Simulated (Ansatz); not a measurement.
Consider the cleavage of the B–Si bond: `C[SiH](F)B[SiH3]` + CH₃OH → `COB[SiH3]` + `C[SiH2]F`.

Isolated molecules relaxed with PBE0-D4/def2-TZVP in Ansatz; ΔE leaves out vibrations. CCSD(T)/CBS is the MP2 limit (def2-TZVPP, def2-QZVPP) plus CCSD(T) − MP2 in def2-TZVPP, frozen cores. This one scheme is used for every species. Functionals use def2-TZVPP. Each species was taken in one conformer, which may not be the lowest.

```json
{"level": "LDA (SPW92)", "ΔE (kJ/mol)": "-172.3", "difference from CCSD(T)/CBS": "-5.9"}
{"level": "PBE-D4", "ΔE (kJ/mol)": "-158.8", "difference from CCSD(T)/CBS": "7.6"}
{"level": "revPBE-D4", "ΔE (kJ/mol)": "-155.8", "difference from CCSD(T)/CBS": "10.6"}
{"level": "BLYP-D4", "ΔE (kJ/mol)": "-169.6", "difference from CCSD(T)/CBS": "-3.2"}
{"level": "PBE0-D4", "ΔE (kJ/mol)": "-158.8", "difference from CCSD(T)/CBS": "7.6"}
{"level": "r2SCANh-D4", "ΔE (kJ/mol)": "-165.6", "difference from CCSD(T)/CBS": "0.8"}
{"level": "BHLYP-D4", "ΔE (kJ/mol)": "-170.4", "difference from CCSD(T)/CBS": "-4.0"}
{"level": "r2SCANh", "ΔE (kJ/mol)": "-166.6", "difference from CCSD(T)/CBS": "-0.2"}
{"level": "HF/def2-TZVPP", "ΔE (kJ/mol)": "-174.8", "difference from CCSD(T)/CBS": "-8.4"}
{"level": "SCS-MP2/def2-QZVPP", "ΔE (kJ/mol)": "-174.9", "difference from CCSD(T)/CBS": "-8.5"}
{"level": "CCSD(T)/CBS", "ΔE (kJ/mol)": "-166.4", "difference from CCSD(T)/CBS": "0"}
```

Question: What do rigid-rotor, harmonic-oscillator terms from PBE0-D4/def2-TZVP frequencies (298.15 K, 1 bar) make of the CCSD(T)/CBS value? (Best estimate.)

Answer: The calculation gave: ΔZPE = 0.0 kJ/mol, ΔH = -169.1 kJ/mol, ΔS = -16 J/(mol·K), ΔG = -164.3 kJ/mol. Modes under 50 cm⁻¹ make the entropy rough.

Largest T1 diagnostic among the species: 0.014.

The D4 term adds +4.6 kJ/mol with B3LYP and +2.8 kJ/mol with PBE0; it sums over pairs of atoms, weighted by their polarisabilities, and B3LYP, whose exchange is more repulsive, gets the larger term. Leaving LDA and LC-ωPBE aside and taking each functional with its dispersion term where it has one, the values, not all of them listed here, spread over 20.4 kJ/mol, from B2PLYP to revPBE-D4. LDA lies −10.6 kJ/mol from PBE without D4. At CCSD(T), def2-SVP lies −20.9 kJ/mol from the extrapolated value and def2-TZVPP −3.3 kJ/mol.

B3LYP here is the variant with VWN-RPA as its local correlation; programs differ in this.
